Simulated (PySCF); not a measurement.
Compound: CH8NP2Si (doublet state).
Numbering: `[CH2:1][NH:2][SiH:3]([PH2:4])[PH2:5]` (hydrogens: H6, H7 on C1; H8 on N2; H9 on Si3; H10, H11 on P4; H12, H13 on P5)

Structure used (GFN2-xTB), in Å, numbered top down from 1:
```
atom  x, y, z in Å
C1    -0.958   -2.068   -0.300
N2    -1.082   -0.712   -0.283
Si3   -0.001    0.416    0.467
P4    -0.881    2.392   -0.129
P5     2.107    0.036   -0.293
H6    -0.133   -2.506    0.221
H7    -1.609   -2.662   -0.905
H8    -1.858   -0.360   -0.825
H9    -0.075    0.209    1.930
H10   -0.724    2.968    1.116
H11    0.309    2.929   -0.585
H12    2.739    0.594    0.807
H13    2.160   -1.235    0.247
```

The hyperfine couplings belong to this conformer and change with its torsions.

Theory: UKS B3LYP, pcH-1 on C H N P Si, non-relativistic, mean-field spin-orbit, GIAO in PySCF. Isolated species at its GFN2-xTB geometry (one conformer only). GFN2-xTB frequencies show an imaginary mode (40i cm⁻¹), so this geometry is no minimum at that level. Couplings are sensitive to structure, and on GFN2-xTB geometries they can be far from those on DFT ones. Stability of the SCF solution: not tested.

Q: Predict the first-order ENDOR lines of N2, H7, H6, H9, H8, H10/H11/H12/H13 and P4/P5 under fast tumbling at B = 343.1 mT (X band).

A: ν± = |νn ± a/2|, one line for each electron-spin manifold; νn = |g_N| × 7.62259 MHz/T × B.

```csv
nuclei,isotope,g_N,νn (MHz),a_iso (MHz),lower line (MHz),upper line (MHz)
N2,14N,0.4038,1.06,3.23,0.56,2.67
H7,1H,5.5857,14.61,-55.74,13.26,42.48
H6,1H,5.5857,14.61,-55.72,13.25,42.47
H9,1H,5.5857,14.61,16.09,6.56,22.65
H8,1H,5.5857,14.61,-12.78,8.22,21.00
H10/H11/H12/H13,1H,5.5857,14.61,1.32,13.95,15.27
P4/P5,31P,2.2632,5.92,8.85,1.50,10.34
```

Q: Which pairs are centred on the nuclear Larmor frequency, and which on half the coupling?

A: Centred on νn, since |a| < 2νn: H9, H8, H10/H11/H12/H13 and P4/P5. Centred on |a|/2 and split by 2νn: N2, H7 and H6.

Means are taken over nuclei equivalent by connectivity, which assumes that they swap fast. H6 and H7 aren't averaged: C1 is flat or nearly so (angle sum 360°), and its turn about the short C1–N2 bond (1.36 Å) is taken as slow. The 31P value of +8.8 MHz is a mean of couplings from -7.2 to 24.9 MHz in this one geometry, not an average over conformers. The 1H value of +1.3 MHz is a mean of couplings from -1.6 to 4.8 MHz in this one geometry, not an average over conformers.

The Mulliken spin populations are largest on C1 (+0.88) and N2 (+0.13). No atom but C1 exceeds +0.15. The angles at C1 add up to 359.7°, so it is planar; its axial dipolar tensor and the negative couplings of its protons fit spin in a p orbital normal to that plane.
